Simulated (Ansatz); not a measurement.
System: F, charge 0, doublet.

Hartree-Fock and CCSD correlation energies in hartree (Ansatz, a program for electronic structure). UHF or UKS for unpaired electrons; spin-orbit terms are left out. Cores are frozen in correlated methods. No relativity.

```csv
basis,X,E(HF),"E(corr, CCSD)"
cc-pVTZ,3,-99.40552,-0.21125
cc-pVQZ,4,-99.41377,-0.23186
cc-pV5Z,5,-99.41605,withheld
```

**Question.** Fit E(corr) = E∞ + A/X³ to X = 3 and 4, predict X = 5, and compare with the run.

**Answer.** A = (-0.21125 - (-0.23186))/(1/27 - 1/64) = 0.9625; E∞ = -0.23186 - A/64 = -0.24690; at X = 5, E∞ + A/125 = -0.23920. The run gave -0.23952, 0.32 mEh below the prediction. The same form on X = 4 and 5 gives E∞ = -0.24756, 0.66 mEh below the first estimate.
